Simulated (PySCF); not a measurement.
## One molecule, a ladder of functionals, a line

Molecule: SMILES [H]/N=C\C[SiH2]F, C₂H₆FNSi.

Cartesian coordinates in Å; atom numbers follow the order of the lines, from 1:
```xyz
11

N    -1.804    0.144    1.297
C    -1.250    0.515    0.219
C    -0.384   -0.290   -0.701
Si    1.437    0.041   -0.359
F     2.323   -0.716   -1.495
H    -1.613   -0.850    1.473
H    -1.383    1.574   -0.069
H    -0.568   -1.371   -0.576
H    -0.579   -0.027   -1.754
H     1.819   -0.509    0.969
H     1.728    1.499   -0.440
```

GIAO shieldings (ppm, equivalent atoms averaged) in PySCF 2.14 on the PBE0-D3(BJ)/def2-SVP geometry, basis pcSseg-2, gas phase, non-relativistic:

```csv
functional,exact exchange (%),σ(C3),σ(Si4),σ(F5)
BLYP,0,136.9,317.8,371.0
BP86,0,141.5,324.8,373.5
PBE,0,141.5,324.9,372.8
B3LYP,20,143.4,332.3,379.9
PBE0,25,149.2,343.6,383.6
BHandHLYP,50,151.5,354.6,390.1
HF,100,163.7,396.0,403.3
```

Question: Fit each shielding as a line in the percentage of exact exchange.

Answer: σ(C3) = 140.2 + 0.24 x (rms 1.9 ppm); σ(Si4) = 321.8 + 0.73 x (rms 3.4 ppm); σ(F5) = 373.3 + 0.31 x (rms 1.5 ppm). The functionals also differ in their semilocal parts, which the line can't hold; Hartree–Fock has no correlation at all.

Question: What does the line predict for mPW1PW91 (25 %), and what does the run give?

Answer: σ(C3): 146.2 predicted, 148.8 computed; σ(Si4): 340.1 predicted, 343.1 computed; σ(F5): 381.1 predicted, 383.6 computed ppm.
